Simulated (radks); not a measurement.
Species: Mn16+. Configuration: [He] 2s2 2p5.

Method: scalar-relativistic Kohn-Sham, r2SCAN, spin-unpolarised, spherical densities, finite nucleus; meta-GGA in the generalised Kohn-Sham scheme; Fermi nuclear charge, rms radius 3.7057 fm; computed with a radial shooting solver on a logarithmic mesh with Libxc functionals.

Energy parts (eV):
total: -27546.449
kinetic: 27896.845
electron-nucleus: -59703.399
Hartree: 5234.481
exchange-correlation: -974.375

Orbitals (lengths in bohr, moments of r in powers of bohr; r(max) is where P^2 peaks):
orbital  occ.  eigenvalue (eV)   r(max)
1s          2        -7064.438  0.03985
2s          2        -1296.704   0.2283
2p          5        -1190.035   0.1840

The highest occupied level is 2p at -1190.0 eV. The electron density at the nucleus is 1.318e+04 e/bohr^3 (large components only). Summed over all electrons, <r^2> = 0.5240 bohr^2, which gives a Langevin (diamagnetic) susceptibility term of -0.415 x 10^-6 cm^3/mol. For comparison, the ionisation energy in NIST's Atomic Spectra Database is 1224 eV (semi-empirical). In exact Kohn-Sham theory the highest level is minus the ionisation energy, but local and semilocal functionals leave it too shallow, through self-interaction and a potential that decays too fast; potentials with the right tail come closer. The density falls to 0.001 e/bohr^3 at r = 0.89 bohr.

Beside tabulated values, note that spin-unpolarised runs miss the spin-polarisation part of the exchange energy of open shells.
